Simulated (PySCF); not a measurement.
Saddle point of SiH2OF2, closed shell (SiF₂ + H₂O → SiH₂OF₂ ([OH][SiH]([F])[F]); bonds formed: Si1–H4, Si1–O5; bonds broken: H4–O5), PBE0-D4/def2-TZVP structure:

```
6
angstrom
Si -0.3849 -0.5838 -0.3891
F 0.7439 -1.6459 -0.7545
F -0.3628 0.4439 -1.6171
H -0.8150 -0.0099 1.0788
O 0.3742 0.4203 0.9200
H 0.4446 1.3752 0.7617
```

Energies are electronic, without zero-point energy. Barriers and step energies count from the start structure reached by relaxing down the imaginary mode; all methods use the PBE0-D4 structures, on which another method's saddle can fall below an end. Computed with PySCF 2.14 with density fitting (its default auxiliary sets; JK sets also for MP2 and CCSD(T)) (basis: def2-TZVPP, with def2-QZVPP for the basis limit); correlated methods freeze the cores. B3LYP uses VWN-RPA correlation. Extrapolation: Hartree–Fock as exp(−7.88 √X), correlation as X^−2.97.

```tsv
method	barrier (kJ/mol)	step energy (kJ/mol)
SPW92	?	-198.0
PBE-D4	105.5	-193.8
r2SCAN-D4	?	-229.5
PBE0-D4	120.7	-215.2
B3LYP-D4	127.8	-211.6
BHLYP-D4	146.6	-233.6
wB97M-V	?	-204.9
HF	181.7	-258.2
MP2	125.5	-236.2
CCSD	142.9	-229.2
CCSD(T)	132.6	-224.7
```

Problem. Fill in the withheld barriers. (To be estimated.)

Solution. Computed: SPW92 89.7; r2SCAN-D4 103.9; wB97M-V 138.9 kJ/mol. Each is the energy of the saddle less that of the start structure, by the same method.

For comparison, the barrier by CCSD(T) at an estimated basis limit (MP2 extrapolated from triple and quadruple zeta, plus CCSD(T) − MP2 in triple zeta) is 129.7 kJ/mol.

No T1 diagnostic of these runs exceeds 0.015. The restricted Hartree–Fock reference is unstable towards an unrestricted one at one or more of these structures.

Losses and insertions of silylenes and their heavier kin drive the gas-phase chemistry of silicon and germanium vapour deposition.

Labels in which every atom is bracketed show which atoms are joined, not bond orders.

For scale, one of the runs: CCSD(T)/def2-TZVPP, 163 basis functions, launched by `OMP_NUM_THREADS=4 python run.py`. The run took 2.8 min on 4 CPU threads of an Arm Neoverse V2 (shared host), with 1.6 GiB of host memory at its peak.
